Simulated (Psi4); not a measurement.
boron monoxide dimer (B₂O₂), singlet, geometry from GFN2-xTB. Base run: SVWN/STO-3G in Psi4 1.11.

Geometry (Å):
```xyz
4

O      0.0000     0.0000    -1.9974
B      0.0000     0.0000    -0.8094
B      0.0000     0.0000     0.8094
O      0.0000     0.0000     1.9974
```
Charge 0, spin multiplicity 1.
All else is at Psi4's defaults (density fitting).
Base energy -196.42809 Eh.

The base run was repeated with changes; each row names its change, and settings that it needs were set with it.

| change | ΔE vs base (µEh) | SCF cycles | grid points | basis functions |
|---|---|---|---|---|
| base | 0.0 | 7 | 83396 | 20 |
| df_basis_scf = cc-pvqz-jkfit | 1129 | 7 | 83396 | 20 |
| scf_type = cd | 1093 | 7 | 83396 | 20 |
| e_convergence = 1e-10 | 0.0 | 8 | 83396 | 20 |
| level_shift = 0.3 | 0.0 | 8 | 83396 | 20 |
| puream = true | 0.0 | 7 | 83396 | 20 |
| dft_pruning_scheme = robust | 0.4 | 7 | 56524 | 20 |
| dft_spherical_points = 434 | -6.7 | 7 | 119740 | 20 |
| cholesky_tolerance = 1e-3 (with scf_type cd) | -65.5 | 7 | 83396 | 20 |
| scf_type = disk_df | 0.0 | 7 | 83396 | 20 |
| df_basis_scf = def2-universal-jkfit | 0.0 | 7 | 83396 | 20 |
| dft_radial_scheme = mura | -0.5 | 7 | 85118 | 20 |
| diis_max_vecs = 3 | 0.0 | 7 | 83396 | 20 |
